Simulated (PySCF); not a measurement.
C₃H₄ClFSi, SMILES FC=C=C([SiH3])Cl.

Geometry: B3LYP-D3(BJ)/def2-SVP. The structure was generated by enumeration, and PubChem lists no compound with its InChIKey, so it may never have been made.

Two levels are set side by side: PBE/def2-TZVP (PySCF) and B3LYP/def2-TZVP (PySCF). Same geometry, gas phase. Differences are taken from unrounded values.

```
quantity                     B3LYP    PBE  PBE minus B3LYP
---------------------------  -----  -----  ---------------
orbital gap (eV)              6.09   4.36            -1.73
highest occupied level (eV)  -7.61  -6.61             1.00
lowest empty level (eV)      -1.52  -2.26            -0.74
dipole moment (D)             1.61   1.47            -0.13
mean polarisability (bohr³)   80.5   82.9              2.4
```

PBE's occupied levels lie high since its potential decays too fast outside the molecule; exact exchange lowers them and widens the gap. PBE's more diffuse valence density responds more strongly to a field. Differences between two approximate levels are no errors against the true value.

Rough cost on one machine, each run with all the roots and properties that it gave: B3LYP against PBE within a factor of 2.
